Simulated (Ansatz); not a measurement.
This geometry of H$_{2}$OSTe (5 atoms, charge 0, multiplicity 1) is a first-order saddle point.

Theory: RKS B3LYP/def2-SVP (Ansatz 0.2.0).

```xyz
5
Properties=species:S:1:pos:R:3
S -1.682 -0.458 0.054
O -0.319 -0.160 1.043
Te 1.557 -0.179 0.323
H -1.073 -0.602 -1.154
H 1.517 1.400 -0.266
```

Problem. Which two structures does it join? (They come from a converged band through this point; their orientation in space is the band's.)

Solution. No bond is made or broken. The dihedral H4–S1–O2–Te3 goes from -87 to 88°.

First end point:

```xyz
5
Properties=species:S:1:pos:R:3
S -1.354 -0.999 -0.059
O -0.395 -0.041 0.928
Te 1.650 -0.006 0.711
H -1.530 -0.126 -1.093
H 1.629 1.173 -0.487
```

Last end point:

```xyz
5
Properties=species:S:1:pos:R:3
S -1.485 0.065 -0.454
O -0.344 -0.040 0.771
Te 1.663 -0.195 0.345
H -1.695 -1.267 -0.664
H 1.862 1.437 0.002
```

Problem. How far does it lie above each of them?

Solution. 0.209 eV above the first and 0.204 eV above the second. This is the barrier of this one path; another mechanism may lie lower.

Run time: 89 s on 1 thread of Arm Neoverse V2 (shared host), peak memory 0.14 GiB.
